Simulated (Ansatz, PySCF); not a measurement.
The pair A = SiH4 (SMILES [SiH4]) (first 5 atoms), B = C2H6 (SMILES CC); geometry from B3LYP-D3(BJ)/def2-TZVP.
(charge 0, multiplicity 1):
```csv
atom,x (Å),y (Å),z (Å)
Si,-0.0194,0.3052,0.2851
H,-1.4907,0.4006,0.4108
H,0.4357,-1.0132,0.7795
H,0.6167,1.3767,1.0833
H,0.3647,0.4569,-1.1369
C,-0.7283,-0.1105,3.9554
C,0.7518,-0.2703,4.2891
H,-1.0696,-0.8941,3.2761
H,-0.9267,0.8511,3.4780
H,-1.3464,-0.1637,4.8537
H,0.9487,-1.2312,4.7683
H,1.0919,0.5135,4.9687
H,1.3696,-0.2177,3.3908
```

Correlated levels freeze the cores.

Run with Ansatz (a first-principles code) with Gaussian orbitals; PySCF for the dispersion terms. Values without a source in brackets are computed.

The monomers are drawn apart, rigid, along the line of their centres of mass. Counterpoise-corrected interaction energies (kcal/mol):

| level | R = 5.374 Å | R = 6.878 Å |
|---|---|---|
| PBE-D3(BJ)/def2-TZVPPD | -0.3715 | -0.0653 |
| wB97M-V/def2-TZVPPD | -0.2741 | -0.0553 |
| CCSD(T)/aug-cc-pV(D+d)Z | -0.2560 | -0.0530 |

### Question
R is the distance of the centres of mass. Find the local exponent m of E ∝ R⁻ᵐ between the two points.

### Answer

m = ln(E₁/E₂)/ln(R₂/R₁): PBE-D3(BJ)/def2-TZVPPD 7.0; wB97M-V/def2-TZVPPD 6.5; CCSD(T)/aug-cc-pV(D+d)Z 6.4. For scale, two fixed dipoles give m = 3, dipole and quadrupole 4, quadrupoles 5, and dispersion or dipole-induced dipole 6 at long range; at these distances several terms mix, and what is left of overlap and damping shifts m, so it need not match one of them.
